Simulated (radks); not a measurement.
Q: La2+, configuration [Xe] 5d(up 1, down 0) (the NIST ground configuration). Method: scalar-relativistic Kohn-Sham, PBE, spin-polarised, spherical densities, point nucleus; computed with a radial shooting solver on a logarithmic mesh with Libxc functionals. Some entries of the table are withheld. Estimate them.

| orbital | occ. | eigenvalue (Ry) | <r> (bohr) | <1/r> (bohr^-1) |
|---|---|---|---|---|
| 1s down | 1 | -2849.203 | 0.02507 | 62.02 |
| 1s up | 1 | -2849.203 | 0.02507 | 62.02 |
| 2s up | 1 | -454.3517 | 0.1074 | 14.28 |
| 2s down | 1 | -454.3493 | 0.1074 | 14.28 |
| 2p up | 3 | -407.2980 | 0.09425 | 13.55 |
| 2p down | 3 | -407.2962 | 0.09425 | 13.55 |
| 3s up | 1 | -97.91729 | 0.2852 | 5.171 |
| 3s down | 1 | -97.91624 | 0.2852 | 5.171 |
| 3p up | 3 | -82.89420 | 0.2832 | 4.901 |
| 3p down | 3 | -82.89301 | 0.2832 | 4.901 |
| 3d up | 5 | -61.31735 | 0.2600 | 4.647 |
| 3d down | 5 | -61.31539 | 0.2600 | 4.647 |
| 4s up | 1 | -20.52101 | 0.6541 | 2.151 |
| 4s down | 1 | -20.51739 | 0.6542 | 2.150 |
| 4p up | 3 | -15.63562 | 0.6930 | 1.984 |
| 4p down | 3 | -15.63243 | 0.6930 | 1.984 |
| 4d up | 5 | -8.56769 | (1) | 1.724 |
| 4d down | 5 | -8.56457 | (2) | 1.724 |
| 5s up | 1 | (3) | 1.557 | 0.8487 |
| 5s down | 1 | (4) | 1.550 | 0.8530 |
| 5p up | 3 | -2.58403 | 1.793 | 0.7273 |
| 5p down | 3 | -2.54512 | 1.784 | 0.7320 |
| 5d up | 1 | -1.10333 | 2.583 | 0.4969 |
| 5d down | 0 | -1.05065 | 2.574 | 0.4993 |

A: 
(1) 4d up <r> (bohr): 0.7674
(2) 4d down <r> (bohr): 0.7673
(3) 5s up eigenvalue (Ry): -3.79919
(4) 5s down eigenvalue (Ry): -3.77105
